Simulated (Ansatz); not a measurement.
Reaction (ligand exchange at a W–Cl bond): `[O]=[W](=[O])([Cl])[Cl]` + H–F → `[O]=[W](=[O])([F])[Cl]` + HCl

Gas-phase electronic energies from Ansatz, PBE0-D4/def2-TZVP geometries. CCSD(T)/CBS adds triple-zeta CCSD(T) − MP2 to the extrapolated MP2 energy (def2 sets, frozen cores). This one scheme is used for every species. DFT in def2-TZVPP. B3LYP here is the variant with VWN-RPA as its local correlation; programs differ in this. Elements past krypton have def2 core potentials. For W outer-core shells are correlated without core-valence functions, which leaves a few kJ/mol of doubt a bond.

```
         level  ΔE (eV)
     revPBE-D4     0.01
        revPBE    -0.05
         B3LYP    -0.08
         BHLYP    -0.05
     CAM-B3LYP    -0.13
MP2/def2-QZVPP     0.27
  HF/CBS(def2)    -0.10
 MP2/CBS(def2)     0.29
```

**Question.** What does CCSD(T)/CBS give? (Best estimate.)

**Answer.** The calculation gave: +0.11 eV. The listed levels differ from it by -0.10, -0.16, -0.19, -0.16, -0.24, 0.16, -0.21, 0.18 eV.

Largest T1 diagnostic among the species: 0.022, so the coupled-cluster value is less sure than usual.

From BLYP to BHLYP (50 % exact exchange), in def2-TZVPP and without D4, ΔE moves by +0.07 eV. At CCSD(T), def2-SVP lies −0.19 eV from the extrapolated value and def2-TZVPP −0.05 eV.
